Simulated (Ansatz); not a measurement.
Problem. Name a neutral molecule of B, C, P and H with HOMO energy (PBE0/def2-TZVPP) between -8.00 and -7.70 eV and size of the dipole moment (ωB97M-V/def2-TZVPP) between 3.35 and 3.65 D (Ansatz, PBE0-D4/def2-TZVP geometry).

Solution. `C[BH-](C)[PH3+]` (-7.80 eV, 3.56 D). Other molecules can fit too; these were computed, each in one conformer that needn't be the lowest.
